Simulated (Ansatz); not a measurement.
`O[BH][GeH3]` + CH₃OH → `COBO` + GeH₄ at 400 K and 1 bar (cleavage of the B–Ge bond).

Program: Ansatz. Geometries: PBE0-D4/def2-TZVP. ΔE: electronic, gas phase. CCSD(T)/CBS adds triple-zeta CCSD(T) − MP2 to the extrapolated MP2 energy (def2 sets, frozen cores). This one scheme is used for every species. For Ge outer-core shells are correlated without core-valence functions, which leaves a few kJ/mol of doubt a bond. Scalar relativity is left out up to krypton. One conformer a species, not always the lowest.

| species | CCSD(T)/CBS energy (Eh) | H − E (kJ/mol) | S (J/(mol·K)) |
| --- | --- | --- | --- |
| `O[BH][GeH3]` | -2179.11235 | 158.3 | 335.7 |
| CH₃OH | -115.61712 | 151.2 | 252.6 |
| `COBO` | -216.29255 | 210.6 | 319.8 |
| GeH₄ | -2078.49493 | 93.6 | 231.8 |

H − E and S are ideal-gas, rigid-rotor, harmonic terms from PBE0-D4/def2-TZVP, for one conformer and one mirror image of each species. 1 Eh = 2625.50 kJ/mol, R = 8.31446 J/(mol·K).

Question: By hand: ΔE, ΔH, ΔS and ΔG.

Answer: ΔE = (-216.29255) + (-2078.49493) − (-2179.11235) − (-115.61712) = -0.05801 Eh = -152.3 kJ/mol. Δ(H − E) = 210.6 + 93.6 − 158.3 − 151.2 = -5.3, so ΔH = -157.6 kJ/mol. ΔS = 319.8 + 231.8 − 335.7 − 252.6 = -36.7 J/(mol·K). ΔG = -157.6 − 400 × (-36.7)/1000 = -142.9 kJ/mol.

Question: By hand: the equilibrium constant, and the temperature at which ΔG would vanish if ΔH and ΔS stayed fixed.

Answer: log₁₀ K = −ΔG/(RT ln 10) = 18.7. ΔG = 0 at ΔH/ΔS = 4294 K, far beyond where these terms or the molecules hold.

ΔH outweighs TΔS. A doubt of 5 kJ/mol in ΔE shifts log₁₀ K by 0.7 here. Other conformers and mirror images would add mixing entropy, several J/(mol·K) or more a flexible species. These are equilibria of isolated gas molecules and say nothing of rates. Largest T1 diagnostic: 0.013 (customary marks: 0.02 for closed shells, 0.045 for open ones).
